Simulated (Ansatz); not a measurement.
Reaction (formal exchange of groups at the Si–C bond): `C#CC[SiH2]F` + `O[SiH](F)S` → `O[SiH](F)[SiH2]F` + `C#CCS`

Program: Ansatz. Geometries: PBE0-D4/def2-TZVP. ΔE: electronic, gas phase. CBS: MP2 limit from def2 TZ/QZ plus the TZ coupled-cluster correction, frozen cores. Functionals use def2-TZVPP. B3LYP here is the variant with VWN-RPA as its local correlation; programs differ in this. HSE06 is defined as in plane-wave codes. One conformer a species, not always the lowest.

(1) Is it downhill or uphill in electronic energy at CCSD(T)/CBS, and by how much? (Estimate.)

(2) What do these levels give: B97M-V, PBE0-D4, HSE06-D4, CAM-B3LYP-D4, ωB97X-V, B2PLYP, BLYP, B3LYP, BHLYP, CAM-B3LYP, MP2/def2-SVP, CCSD/CBS(def2)? (An estimate is asked.)

(3) What do rigid-rotor, harmonic-oscillator terms from PBE0-D4/def2-TZVP frequencies (298.15 K, 1 bar) make of the CCSD(T)/CBS value? (Estimate.)

Largest T1 diagnostic among the species: 0.012.

Answers

(1) The calculation gave: Uphill: ΔE = +160.0 kJ/mol.

(2) Computed: B97M-V 162.1, PBE0-D4 153.9, HSE06-D4 153.9, CAM-B3LYP-D4 156.6, ωB97X-V 155.1, B2PLYP 158.1, BLYP 143.7, B3LYP 151.2, BHLYP 159.5, CAM-B3LYP 156.2, MP2/def2-SVP 165.8, CCSD/CBS(def2) 160.3 kJ/mol.

(3) Ansatz gave: ΔZPE = +0.1 kJ/mol, ΔH = +160.7 kJ/mol, ΔS = 10 J/(mol·K), ΔG = +157.7 kJ/mol. Modes under 50 cm⁻¹ make the entropy rough.

From PBE to PBE0 (25 % exact exchange), in def2-TZVPP and without D4, ΔE moves by +8.0 kJ/mol. Leaving LDA and LC-ωPBE aside and taking each functional with its dispersion term where it has one, the values, not all of them listed here, spread over 21.5 kJ/mol, from revPBE-D4 to r2SCAN0-D4. LDA lies +9.4 kJ/mol from PBE without D4.
